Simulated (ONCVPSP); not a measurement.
**Ti: excitation energies, all-electron against ONCV**

ONCVPSP 4.0.1 input, shortened (lines: element, Z, core and valence counts, functional; n l f; lmax; l rc ep ncon nbas qcut; lloc lpopt rc5 dvloc0; l nproj debl; icmod fcfact rcfact), revPBE, fully relativistic:

```
  Ti 22.00    3    4  -102130      upf
    1    0    2.00
    2    0    2.00
    2    1    6.00
    3    0    2.00
    3    1    6.00
    3    2    2.50
    4    0    1.50
    2
    0    1.45    0.00    4    7    6.50
    1    1.65    0.00    4    9    7.60
    2    2.45    0.00    4    9    7.00
    4    5    1.10    0.00
    0    2    3.30
    1    2    1.70
    2    2    2.00
    1    0.30    0.00
```

Open shells are filled in proportion to 2j + 1.

Energies are relative to the spin-unpolarised reference configuration 3s2 3p6 3d2.5 4s1.5; without spin polarisation the order of configurations can differ from experiment.

```csv
valence configuration,charge,ΔE all-electron (eV),error AE − PS (meV)
3s2 3p6 3d2 4s1,+1,6.923,+11
3s2 3p6 3d2 4s0,+2,20.355,-2.7
3s2 3p6 3d1 4s2,+1,9.333,+340
```

Question: What are ΔE and the potential's error for 3s2 3p6 3d2 4s2?

Answer: ΔE = -0.355 eV all-electron; the error (AE − PS) is +22 meV.
